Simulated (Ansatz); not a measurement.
`ClB1C[SiH2]1`, relaxed with RKS PBE0-D4/def2-TZVP in Ansatz from a PBE-D4/def2-SVP geometry. The force threshold is 0.005 eV/Å; the program also tests the step.

The species carries charge 0 and has multiplicity 1.

Start:

```xyz
8

Cl    1.741    2.029    0.827
B     0.467    0.873    0.538
C    -0.444    0.557   -0.633
Si    0.092   -1.036    0.470
H    -1.525    0.432   -0.422
H    -0.268    0.883   -1.675
H    -1.175   -1.708    0.904
H     1.112   -2.030   -0.010
```

Question: How much energy does the relaxation release, and in how many steps? (An estimate is asked.)

Answer: The calculation gave: 3.31 kJ/mol, in 9 steps, 2 of them rejected.

Question: Which bonds change most? (Best estimate.)

Answer: The calculation gave: C3–Si4 from 2.010 to 1.958 Å; Si4–H8 from 1.503 to 1.484 Å; Si4–H7 from 1.499 to 1.480 Å; C3–H6 from 1.106 to 1.088 Å.

Question: Give the relaxed structure. (Estimate.)

Answer: Ansatz gave: 
```xyz
8

Cl    1.690    2.041    0.841
B     0.479    0.850    0.531
C    -0.430    0.530   -0.634
Si    0.080   -1.033    0.430
H    -1.499    0.461   -0.411
H    -0.253    0.852   -1.658
H    -1.152   -1.681    0.933
H     1.086   -2.021   -0.032
```
